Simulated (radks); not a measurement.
Task: These are the eigenvalues of the occupied orbitals of an atom or ion with whole-number occupations (eV). Calculated with a radial shooting solver on a logarithmic mesh with Libxc functionals: Dirac Kohn-Sham, relativistic LDA (MacDonald-Vosko exchange, VWN5 correlation), spin-unpolarised, spherical densities, finite nucleus; Fermi nuclear charge, rms radius of each element as measured or else 0.836 A^(1/3) + 0.57 fm.

| orbital | eigenvalue |
|---|---|
| 1s1/2 | -18809.75 |
| 2s1/2 | -2728.702 |
| 2p1/2 | -2517.424 |
| 2p3/2 | -2422.389 |
| 3s1/2 | -544.2980 |
| 3p1/2 | -464.1941 |
| 3p3/2 | -448.6843 |
| 3d3/2 | -306.1664 |
| 3d5/2 | -303.2510 |
| 4s1/2 | -156.3219 |
| 4p1/2 | -132.0041 |
| 4p3/2 | -129.3050 |

Which element is it, and in what charge state? The configuration may be excited. Open shells, if any, fill j = l - 1/2 first.

Result: Z = 41, niobium, charge +7: Nb7+ in [Ar] 3d10 4s2 4p4. The list shows which subshells hold electrons but not how many an open one holds; the 1s level, -691.25 hartree, gives Z - s = 37.2 by -(Z - s)^2/2, which with screening and relativity narrows Z to a few neighbours, and the depths of the outer levels then fix element, charge and occupations together.
